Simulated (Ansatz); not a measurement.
An input meant for the cluster Cu₅⁺ (charge 1, triplet; atoms displaced at random, 0.08 Å in each coordinate).

```yaml
crystal:
  periodic: [false, false, false]
  atoms:
    - {symbol: Cu, position_ang: [1.773162, 1.204463, -1.015152]}
    - {symbol: Cu, position_ang: [-1.140697, -2.118971, -0.018625]}
    - {symbol: Cu, position_ang: [1.573996, 1.348122, 1.177641]}
    - {symbol: Cu, position_ang: [0.066298, 0.028094, -0.069216]}
    - {symbol: Cu, position_ang: [-2.345899, -0.272214, -0.082834]}
basis:
  gaussian: {orbitals: def2-SVPD}
total_charge: 1
magnetization: {spin_polarized: true, initial_magnetization: 2}
hamiltonian: {xc: {name: wB97M-V}, dispersion: d2}
scf: {omitted_lower_state_checks: [starts]}
output: {forces: true}
```

```sh
$ ansatz run in.yaml --threads 4 --pin off --events-out ev --progress --plain --max-ram 8704MiB
```

It prints (some lines left out):

```
Error: YAML parse error: error: line 13 column 48: hamiltonian.dispersion: `d2` is not `none`, `rvv10`, `d3bj`, `d3bjatm`, `d4` or a map `{method: …, s8: …, a1: …, a2_bohr: …}` (numbers without units, a2 in bohr) or `{method: …, functional: …}`
11 | total_charge: 1
12 | magnetization: {spin_polarized: true, initial_magnetization: 2}
13 | hamiltonian: {xc: {name: wB97M-V}, dispersion: d2}
14 | scf: {omitted_lower_state_checks: [starts]}
15 | output: {forces: true}
```

In this input the program holds no damping parameters for this pairing of functional and dispersion term, so they'd have to be typed (the functional holds VV10 already). The program refused the input.
